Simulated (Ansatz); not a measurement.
One change: `N#[C][AlH][Cl]` becomes `[CH3][GeH2][AlH][C]#N`.

Ansatz, PBE0-D4/def2-TZVP geometries, multiplicity 1. Each molecule was computed in one conformer, which needn't be the lowest.

Scalar relativity is left out up to krypton.

| property | `N#[C][AlH][Cl]` |
| --- | --- |
| size of the dipole moment (B3LYP/def2-TZVPP) / D | 2.91 |
| HOMO energy (ωB97M-V/def2-TZVPP) / eV | -11.89 |
| size of the dipole moment (ωB97M-V/def2-TZVPP) / D | 2.93 |
| LUMO energy (ωB97M-V/def2-TZVPP) / eV | -0.69 |
| size of the dipole moment (PBE/def2-TZVPP) / D | 2.81 |
| HOMO–LUMO gap (ωB97M-V/def2-TZVPP) / eV | 11.20 |

(1) What does the change do to each property? (Best estimate.)

## Answers

(1) The calculation gave: 
| property | `[CH3][GeH2][AlH][C]#N` | shift |
| --- | --- | --- |
| size of the dipole moment (B3LYP/def2-TZVPP) / D | 3.26 | 0.35 |
| HOMO energy (ωB97M-V/def2-TZVPP) / eV | -9.91 | 1.98 |
| size of the dipole moment (ωB97M-V/def2-TZVPP) / D | 3.24 | 0.31 |
| LUMO energy (ωB97M-V/def2-TZVPP) / eV | -0.93 | -0.24 |
| size of the dipole moment (PBE/def2-TZVPP) / D | 3.20 | 0.39 |
| HOMO–LUMO gap (ωB97M-V/def2-TZVPP) / eV | 8.98 | -2.22 |

With PBE0 the HOMO rises by 1.71 eV and the LUMO falls by 0.18 eV, so the gap narrows by about 1.89 eV. PBE moves the HOMO by 1.36 eV and ωB97M-V by 1.98 eV. The zero-point energy changes by 133.5 kJ/mol with +18 modes. Dipoles are sizes alone; their direction can turn.

B3LYP here is the variant with VWN-RPA as its local correlation; programs differ in this.
